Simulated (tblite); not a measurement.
Species: CH3F3Si.
Structure used (GFN2-xTB), in Å, numbered top down from 1:
```xyz
8
CH3F3Si angstrom
F      1.6638   -0.7847   -0.9185
Si     0.9548    0.1373    0.1906
C     -0.9344   -0.0812   -0.1778
F     -1.4837   -1.0329    0.6284
F     -1.6237    1.0662    0.0810
H      1.2701   -0.4330    1.4844
H      1.3352    1.5062   -0.0997
H     -1.1731   -0.3684   -1.2129
```

Computed values, GFN2-xTB/tblite, gas phase, harmonic and unscaled. This tight-binding method is rough: wavenumbers can miss measured ones by several per cent, in bad cases by 10 to 20. Modes of hydrogen on silicon can be 10 to 20 % off. One conformer, not necessarily the lowest.

Harmonic wavenumbers (cm⁻¹): 25.2, 157.3, 227.0, 305.6, 481.2, 518.4, 549.0, 663.4, 707.0, 728.6, 833.6, 998.7, 1079.8, 1233.5, 1267.7, 2390.7, 2402.7, 2884.4.

A = 7090, B = 2332, C = 2028 MHz; mass 99.996 u (most abundant isotopes); point group C1, symmetry number 1.

What is the zero-point energy?

½Σν̃ = 8727 cm⁻¹ = 104.40 kJ/mol.

What is S at 298.15 K and 1 bar for an ideal gas of classical rigid rotors and harmonic oscillators?

Translation 166.29, rotation 111.56, vibration 63.80: S = 341.6 J/(mol K).

And Cp and H(298.15 K) − H(0)?

Cp = 96.46 J/(mol K), of which vibrations give 63.20 (their classical limit is 18 R = 149.7); H(298.15 K) − H(0) = 19.35 kJ/mol without the zero-point energy, 9.43 from vibrations.

How do the functions run with temperature in this model?

```
T (K)  S (J/(mol K))  Cp (J/(mol K))  H − H(0) (kJ/mol)  G − H(0) (kJ/mol)  ln q(vib)
  100          263.5            53.7               4.40             -21.95       1.35
  200          307.4            75.9              10.86             -50.62       2.62
  300          342.2            96.8              19.52             -83.15       3.89
  500          399.0           125.1              41.99            -157.52       6.40
  800          463.2           147.3              83.23            -287.34       9.83
 1000          497.1           156.1             113.62            -383.46      11.86
```

q(vib) and H(0) count from the zero-point level.

Blend soft modes into free rotors: weight 1/[1 + (100 cm⁻¹/ν̃)⁴] for the oscillator and the rest for a rotor with moment μB/(μ + B), μ = h/(8π²ν), B = 10⁻⁴⁴ kg m². What vibrational entropy results?

55.61 J/(mol K) in place of 63.80, which changes −T·S at 298.15 K by +2.44 kJ/mol.

Which modes carry the vibrational entropy at 298.15 K?

25.2 cm⁻¹: 25.84; 157.3 cm⁻¹: 10.80; 227.0 cm⁻¹: 7.96; 305.6 cm⁻¹: 5.80; 481.2 cm⁻¹: 2.96; 518.4 cm⁻¹: 2.57 J/(mol K); the other 12 give 7.87 together.

Hindered rotation and anharmonicity are outside this model. Other conformers, if any are populated, would add a mixing term that is left out. The structure is chiral; the term R ln 2 for an equal mix with its mirror image is left out.

Time: 0.22 s. Hardware: Arm Neoverse N1, one thread, no GPU, shared host with 64 logical CPUs at a one-minute load of 61. The figure is for the frequency step alone.
